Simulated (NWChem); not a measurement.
System: C5H5N; SMILES C=C1C=CC=N1

The following NWChem deck was run.

```
start job
memory heap 200 mb stack 900 mb global 1100 mb
geometry units angstroms noautoz
  C      0.013905    -2.067402     0.000000
  C      0.012686    -0.723510     0.000000
  C      1.168605     0.184808     0.000000
  C      0.657601     1.438117     0.000000
  C     -0.804427     1.272986     0.000000
  N     -1.191002     0.031672     0.000000
  H      0.939333    -2.635282     0.000000
  H     -0.922882    -2.615105     0.000000
  H      2.207532    -0.120254     0.000000
  H      1.192492     2.380109     0.000000
  H     -1.526185     2.086628     0.000000
end
basis spherical
  * library 6-31g*
end
dft
  xc becke88 perdew86
  iterations 150
  mulliken
end
task dft energy
```

NWChem printed, in part:

```
             Northwest Computational Chemistry Package (NWChem) 7.3.0
             --------------------------------------------------------

 CS  symmetry detected

                             Geometry "geometry" -> ""
                             -------------------------

 Output coordinates in angstroms (scale by  1.889725989 to convert to a.u.)

  No.       Tag          Charge          X              Y              Z
 ---- ---------------- ---------- -------------- -------------- --------------
    1 C                    6.0000     0.01798556    -2.06615595     0.00000000
    2 C                    6.0000     0.01653613    -0.72226418     0.00000000
    3 C                    6.0000     1.17229937     0.18625201     0.00000000
    4 C                    6.0000     0.66108048     1.43947337     0.00000000
    5 C                    6.0000    -0.80091919     1.27409169     0.00000000
    6 N                    7.0000    -1.18728134     0.03271142     0.00000000
    7 H                    1.0000     0.94351092    -2.63387726     0.00000000
    8 H                    1.0000    -0.91870752    -2.61401956     0.00000000
    9 H                    1.0000     2.21127866    -0.11863185     0.00000000
   10 H                    1.0000     1.19580995     2.38155707     0.00000000
   11 H                    1.0000    -1.52281669     2.08760992     0.00000000

 Effective nuclear repulsion energy (a.u.)     203.3217950929

      Symmetry information
      --------------------

 Group name             Cs
 Group number              2
 Group order               2
 No. of unique centers    11

  perdew86 is a nonlocal functional; adding perdew81 local functional.

                                 NWChem DFT Module
                                 -----------------

 Summary of "ao basis" -> "ao basis" (spherical)
 ------------------------------------------------------------------------------
       Tag                 Description            Shells   Functions and Types
 ---------------- ------------------------------  ------  ---------------------
 C                           6-31g*                  6       14   3s2p1d
 N                           6-31g*                  6       14   3s2p1d
 H                           6-31g*                  2        2   2s

      Symmetry analysis of basis
      --------------------------

        a'         70
        a"         24

            General Information
            -------------------
          SCF calculation type: DFT
          Wavefunction type:  closed shell.
          No. of atoms     :    11
          No. of electrons :    42
           Alpha electrons :    21
            Beta electrons :    21
          Charge           :     0
          Spin multiplicity:     1
          Use of symmetry is: on ; symmetry adaption is: on
          Maximum number of iterations: 150
          AO basis - number of functions:    94
                     number of shells:    46
          Convergence on energy requested:  1.00D-06
          Convergence on density requested:  1.00D-05
          Convergence on gradient requested:  5.00D-04

              XC Information
              --------------
                    Becke 1988 Exchange Functional  1.000
                Perdew 1981 Correlation Functional  1.000 local
                Perdew 1986 Correlation Functional  1.000 non-local

             Grid Information
             ----------------
          Grid used for XC integration:  medium
          Radial quadrature: Mura-Knowles
          Angular quadrature: Lebedev.
          Tag              B.-S. Rad. Rad. Pts. Rad. Cut. Ang. Pts.
          ---              ---------- --------- --------- ---------
          C                   0.70       49          11.0       434
          N                   0.65       49           9.0       434
          H                   0.35       45          12.0       434
          Grid pruning is: on
          Number of quadrature shells:   519
          Spatial weights used:  Erf1

      Superposition of Atomic Density Guess
      -------------------------------------

 Sum of atomic energies:        -245.08617168

      Non-variational initial energy
      ------------------------------

 Total energy =    -248.936878
 1-e energy   =    -732.102074
 2-e energy   =     279.843400
 HOMO         =      -0.287289
 LUMO         =      -0.082516

      Symmetry analysis of molecular orbitals - initial
      -------------------------------------------------

  Numbering of irreducible representations:

     1 a'          2 a"

  Orbital symmetries:

     1 a'          2 a'          3 a'          4 a'          5 a'
     6 a'          7 a'          8 a'          9 a'         10 a'
    11 a'         12 a'         13 a'         14 a'         15 a"
    16 a'         17 a'         18 a'         19 a'         20 a"
    21 a"         22 a"         23 a"         24 a"         25 a'
    26 a'         27 a'         28 a'         29 a'         30 a'
    31 a'

     ---------------------------------------------
      Total Density - Mulliken Population Analysis
     ---------------------------------------------

    Atom       Charge   Shell Charges
 -----------   ------   -------------------------------------------------------
    1 C    6     6.43   2.00  0.74  1.91  0.62  1.12  0.03
    2 C    6     5.71   2.00  0.73  1.80  0.41  0.72  0.06
    3 C    6     6.15   2.00  0.74  1.90  0.53  0.94  0.04
    4 C    6     6.29   2.00  0.75  1.94  0.57  0.99  0.04
    5 C    6     5.77   2.00  0.74  1.74  0.49  0.75  0.06
    6 N    7     7.75   2.00  0.86  2.47  0.91  1.48  0.04
    7 H    1     0.77   0.46  0.31
    8 H    1     0.78   0.46  0.31
    9 H    1     0.77   0.46  0.31
   10 H    1     0.78   0.46  0.32
   11 H    1     0.80   0.47  0.33

   convergence    iter        energy       DeltaE   RMS-Dens  Diis-err
 ---------------- ----- ----------------- --------- --------- ---------
 d= 0,ls=0.0,diis     1   -248.1514678119 -4.51D+02  1.57D-02  6.67D-01
 d= 0,ls=0.0,diis     2   -248.0216329025  1.30D-01  1.27D-02  1.63D+00
 d= 0,ls=0.0,diis     3   -248.1891607838 -1.68D-01  4.64D-03  3.31D-01
 d= 0,ls=0.0,diis     4   -248.2228039885 -3.36D-02  2.43D-03  4.43D-02
 d= 0,ls=0.0,diis     5   -248.2276004975 -4.80D-03  1.14D-03  1.51D-02
  Resetting Diis
 d= 0,ls=0.0,diis     6   -248.2297310651 -2.13D-03  3.97D-04  1.89D-03
 d= 0,ls=0.0,diis     7   -248.2299939513 -2.63D-04  2.11D-04  6.83D-05
 d= 0,ls=0.0,diis     8   -248.2299510813  4.29D-05  1.53D-04  3.75D-04
 d= 0,ls=0.0,diis     9   -248.2300024201 -5.13D-05  2.91D-05  8.70D-06
 d= 0,ls=0.0,diis    10   -248.2300034766 -1.06D-06  9.36D-06  1.19D-06
 d= 0,ls=0.0,diis    11   -248.2300036081 -1.31D-07  2.49D-06  7.86D-08

         Total DFT energy =     -248.230003608069
      One electron energy =     -736.470819679521
           Coulomb energy =      320.785177727638
    Exchange-Corr. energy =      -35.866156749088
 Nuclear repulsion energy =      203.321795092902

 Numeric. integr. density =       42.000003138617

                  Occupations of the irreducible representations
                  ----------------------------------------------

                     irrep           alpha         beta
                     --------     --------     --------
                     a'               18.0         18.0
                     a"                3.0          3.0

                       DFT Final Molecular Orbital Analysis
                       ------------------------------------

 Vector   19  Occ=2.000000D+00  E=-2.426339D-01  Symmetry=a"
              MO Center= -8.2D-02, -5.4D-01, -7.8D-15, r^2= 3.3D+00
   Bfn.  Coefficient  Atom+Function         Bfn.  Coefficient  Atom+Function
  ----- ------------  ---------------      ----- ------------  ---------------
     5      0.369606   1 C  pz               19      0.303970   2 C  pz
     9      0.279759   1 C  pz               61     -0.275857   5 C  pz
    47     -0.213850   4 C  pz               65     -0.190405   5 C  pz
    23      0.168233   2 C  pz               51     -0.158959   4 C  pz
    75     -0.084725   6 N  pz               79     -0.045413   6 N  pz

 Vector   20  Occ=2.000000D+00  E=-2.222643D-01  Symmetry=a"
              MO Center=  1.7D-01,  5.1D-01, -5.4D-12, r^2= 2.3D+00
   Bfn.  Coefficient  Atom+Function         Bfn.  Coefficient  Atom+Function
  ----- ------------  ---------------      ----- ------------  ---------------
    75     -0.365358   6 N  pz               33      0.363024   3 C  pz
    47      0.297932   4 C  pz               37      0.265563   3 C  pz
    79     -0.257686   6 N  pz               51      0.211585   4 C  pz
    61     -0.161896   5 C  pz               65     -0.116128   5 C  pz

 Vector   21  Occ=2.000000D+00  E=-2.212420D-01  Symmetry=a'
              MO Center= -1.1D+00,  1.1D-01,  5.4D-12, r^2= 1.7D+00
   Bfn.  Coefficient  Atom+Function         Bfn.  Coefficient  Atom+Function
  ----- ------------  ---------------      ----- ------------  ---------------
    73      0.477951   6 N  px               77      0.335400   6 N  px
    76     -0.299372   6 N  s                34     -0.203354   3 C  s
    17     -0.177287   2 C  px               45      0.171961   4 C  px
    72     -0.171934   6 N  s                74      0.166363   6 N  py
    48     -0.164409   4 C  s                59     -0.120408   5 C  px

 Vector   22  Occ=0.000000D+00  E=-1.074881D-01  Symmetry=a"
              MO Center=  2.0D-02, -4.4D-01, -8.5D-15, r^2= 3.7D+00
   Bfn.  Coefficient  Atom+Function         Bfn.  Coefficient  Atom+Function
  ----- ------------  ---------------      ----- ------------  ---------------
     9      0.405489   1 C  pz                5      0.392693   1 C  pz
    61      0.261836   5 C  pz               33     -0.255390   3 C  pz
    37     -0.251806   3 C  pz               65      0.234999   5 C  pz
    75     -0.219092   6 N  pz               51      0.215191   4 C  pz
    47      0.210735   4 C  pz               79     -0.196886   6 N  pz

 Vector   23  Occ=0.000000D+00  E= 2.959174D-02  Symmetry=a"
              MO Center= -1.2D-01,  9.8D-01, -9.5D-16, r^2= 2.5D+00
   Bfn.  Coefficient  Atom+Function         Bfn.  Coefficient  Atom+Function
  ----- ------------  ---------------      ----- ------------  ---------------
    51      0.586167   4 C  pz               65     -0.578976   5 C  pz
    61     -0.422267   5 C  pz               47      0.399982   4 C  pz
    79      0.383867   6 N  pz               37     -0.353238   3 C  pz
    75      0.308078   6 N  pz               33     -0.217546   3 C  pz
    19     -0.047251   2 C  pz               23     -0.041669   2 C  pz

 Vector   24  Occ=0.000000D+00  E= 5.356732D-02  Symmetry=a"
              MO Center=  1.6D-01, -5.1D-01, -4.6D-15, r^2= 2.7D+00
   Bfn.  Coefficient  Atom+Function         Bfn.  Coefficient  Atom+Function
  ----- ------------  ---------------      ----- ------------  ---------------
    23      0.684418   2 C  pz               37     -0.519308   3 C  pz
    19      0.513011   2 C  pz                9     -0.454094   1 C  pz
    79     -0.357962   6 N  pz               33     -0.321497   3 C  pz
    75     -0.282637   6 N  pz               51      0.241413   4 C  pz
     5     -0.228214   1 C  pz               47      0.121046   4 C  pz

     ---------------------------------------------
      Total Density - Mulliken Population Analysis
     ---------------------------------------------

    Atom       Charge   Shell Charges
 -----------   ------   -------------------------------------------------------
    1 C    6     6.41   2.00  0.70  2.04  0.64  1.01  0.03
    2 C    6     5.72   2.00  0.70  2.04  0.38  0.54  0.06
    3 C    6     6.15   2.00  0.69  2.07  0.52  0.84  0.03
    4 C    6     6.18   2.00  0.69  2.07  0.55  0.84  0.03
    5 C    6     5.98   2.00  0.71  2.03  0.47  0.73  0.05
    6 N    7     7.37   2.00  0.82  2.38  0.89  1.24  0.04
    7 H    1     0.83   0.52  0.30
    8 H    1     0.81   0.52  0.29
    9 H    1     0.85   0.53  0.33
   10 H    1     0.85   0.53  0.33
   11 H    1     0.85   0.53  0.32

     -------------------------------------------
      Total Density - Lowdin Population Analysis
     -------------------------------------------

    Atom       Charge   Shell Charges
 -----------   ------   -------------------------------------------------------
    1 C    6     6.20   1.99  0.57  1.84  0.44  1.30  0.06
    2 C    6     5.99   1.99  0.53  1.82  0.36  1.15  0.14
    3 C    6     6.14   1.99  0.54  1.87  0.41  1.25  0.08
    4 C    6     6.16   1.99  0.55  1.86  0.41  1.27  0.08
    5 C    6     6.07   1.99  0.55  1.83  0.41  1.18  0.13
    6 N    7     7.15   1.99  0.72  2.23  0.57  1.55  0.08
    7 H    1     0.85   0.49  0.37
    8 H    1     0.84   0.48  0.36
    9 H    1     0.86   0.49  0.37
   10 H    1     0.86   0.49  0.37
   11 H    1     0.87   0.50  0.37

     Multipole analysis of the density
     ---------------------------------

     L   x y z        total         alpha         beta         nuclear
     -   - - -        -----         -----         ----         -------
     0   0 0 0      0.000000    -21.000000    -21.000000     42.000000

     1   1 0 0      0.744577      0.372289      0.372289     -0.000000
     1   0 1 0     -0.017278     -0.008639     -0.008639      0.000000
     1   0 0 1     -0.000000     -0.000000     -0.000000      0.000000

     2   2 0 0    -26.108435    -75.477619    -75.477619    124.846803
     2   1 1 0     -1.047908      0.094751      0.094751     -1.237410
     2   1 0 1     -0.000000     -0.000000     -0.000000      0.000000
     2   0 2 0    -20.311201   -143.974798   -143.974798    267.638395
     2   0 1 1      0.000000      0.000000      0.000000      0.000000
     2   0 0 2    -27.461984    -13.730992    -13.730992      0.000000
```

Level: BP86/6-31G* (spherical d). The geometry was optimised at B3LYP/6-31G* (spherical d).
